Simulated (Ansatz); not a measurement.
`C[O][Sn][Cl]` + HBr → `[Cl][Sn][Br]` + CH₃OH at 298.15 K and 1 bar (ligand exchange at the Sn–O bond).

Computed with Ansatz on PBE0-D4/def2-TZVP structures; ΔE is electronic, products minus reactants. CCSD(T)/CBS adds triple-zeta CCSD(T) − MP2 to the extrapolated MP2 energy (def2 sets, frozen cores). This one scheme is used for every species. Elements past krypton have def2 core potentials. For Br, Sn outer-core shells are correlated without core-valence functions, which leaves a few kJ/mol of doubt a bond. Scalar relativity is left out up to krypton. Each species was taken in one conformer, which may not be the lowest.

```csv
species,CCSD(T)/CBS energy (Eh),H − E (kJ/mol),S (J/(mol·K))
`C[O][Sn][Cl]`,-788.90874,129.6,345.0
HBr,-2573.91920,24.6,198.6
`[Cl][Sn][Br]`,-3247.23683,18.2,323.1
CH₃OH,-115.61712,146.3,238.2
```

H − E and S are ideal-gas, rigid-rotor, harmonic terms from PBE0-D4/def2-TZVP, for one conformer and one mirror image of each species. 1 Eh = 2625.50 kJ/mol, R = 8.31446 J/(mol·K).

Task: By hand: ΔE, ΔH, ΔS and ΔG.

Result: ΔE = (-3247.23683) + (-115.61712) − (-788.90874) − (-2573.91920) = -0.02601 Eh = -68.3 kJ/mol. Δ(H − E) = 18.2 + 146.3 − 129.6 − 24.6 = 10.3, so ΔH = -58.0 kJ/mol. ΔS = 323.1 + 238.2 − 345.0 − 198.6 = 17.7 J/(mol·K). ΔG = -58.0 − 298.15 × (17.7)/1000 = -63.3 kJ/mol.

Task: By hand: the equilibrium constant, and the temperature at which ΔG would vanish if ΔH and ΔS stayed fixed.

Result: log₁₀ K = −ΔG/(RT ln 10) = 11.1. ΔH and −TΔS have one sign here, so there is no such temperature.

ΔH outweighs TΔS. A doubt of 5 kJ/mol in ΔE shifts log₁₀ K by 0.9 here. Other conformers and mirror images would add mixing entropy, several J/(mol·K) or more a flexible species. These are equilibria of isolated gas molecules and say nothing of rates. Largest T1 diagnostic: 0.017 (customary marks: 0.02 for closed shells, 0.045 for open ones).
